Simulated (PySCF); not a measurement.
C3H6BNO2, SMILES C/N=C1\COB1O. Geometry: PBE0-D3(BJ)/def2-SVP. The structure was generated by enumeration; whether it is a known compound was not checked. The values are those of a single conformer.

### Question
Give the equilibrium geometry at PBE0-D3(BJ)/def2-SVP (PySCF confirms it by a frequency run) as Cartesian coordinates in Å, and its point group. (An estimate is asked for; the answer gives what the named calculation found.)

### Answer
This is not unique; one that fits is point group Cs.
```xyz
13

C     -0.2580     2.6704     0.0000
N     -0.8852     1.3786     0.0000
C     -0.1666     0.3422     0.0000
C      1.3425     0.0530     0.0000
O      1.1127    -1.3773     0.0000
B     -0.2615    -1.2378     0.0000
O     -1.1912    -2.2020     0.0000
H     -0.6031     3.2378     0.8800
H      0.8494     2.6583     0.0000
H     -0.6031     3.2378    -0.8800
H      1.8960     0.3669    -0.9011
H      1.8960     0.3669     0.9011
H     -0.8109    -3.0881     0.0000
```
Charge 0, spin multiplicity 1.
